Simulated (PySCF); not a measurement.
Simulated C 1s region for `C[O][Ge]([CH3])([CH3])[CH3]` (Ge(OMe)Me3), binding energy against the vacuum level.

Every computed line was given a Gaussian of 0.7 eV full width at half maximum and an area set by the number of equivalent atoms; the highest printed point is 100. Computed, not measured: delta-SCF UKS SCAN, pcX-2 on the ionised atom, pcseg-1 elsewhere, spin-free X2C (PySCF 2.14.0).

binding energy (eV), intensity and a bar:
```
    289.0          0 
    289.1          1 
    289.2          2 #
    289.3          5 ##
    289.4         12 ###
    289.5         22 #######
    289.6         37 ###########
    289.7         56 #################
    289.8         77 #######################
    289.9         93 ############################
    290.0        100 ##############################
    290.1         96 #############################
    290.2         83 #########################
    290.3         64 ###################
    290.4         44 #############
    290.5         27 ########
    290.6         15 ####
    290.7          7 ##
    290.8          3 #
    290.9          2 
    291.0          1 
    291.1          2 #
    291.2          5 #
    291.3          9 ###
    291.4         14 ####
    291.5         21 ######
    291.6         27 ########
    291.7         32 ##########
    291.8         33 ##########
    291.9         31 #########
    292.0         26 ########
    292.1         19 ######
    292.2         13 ####
    292.3          8 ##
    292.4          4 #
    292.5          2 #
    292.6          1 
    292.7          0 
    292.8          0
```

Task: How many maxima does the curve show, and how many computed lines lie under it?

Result: The curve has 2 maxima (at 290.0 and 291.8 eV). Under it lie 2 lines from 2 inequivalent carbon sites.

Task: Decompose the envelope and assign each component. Bonds: Ge1–O2, Ge1–C7, Ge1–C11, Ge1–C15, O2–C3. Hydrogens: H4, H5, H6 on C3; H8, H9, H10 on C7; H12, H13, H14 on C11; H16, H17, H18 on C15.

Result: 
```csv
position (eV),relative area,line,atoms,environment
290.02,3,C 1s,C7/C11/C15,carbon bonded to Ge and 3 H
291.79,1,C 1s,C3,carbon bonded to O and 3 H
```

Lowest listed C 1s: C7/C11/C15, bonded to 3 H and Ge. Highest, 1.77 eV above it: C3, bonded to O and 3 H.

Shake-up satellites, vibrational structure and lifetime widths aren't simulated. Topologically equivalent atoms share the value of their first member; where this conformer doesn't relate them by symmetry, their own values could differ. Geometry: PBE0-D3(BJ)/def2-SVP; no solvent, vibrations or thermal averaging.
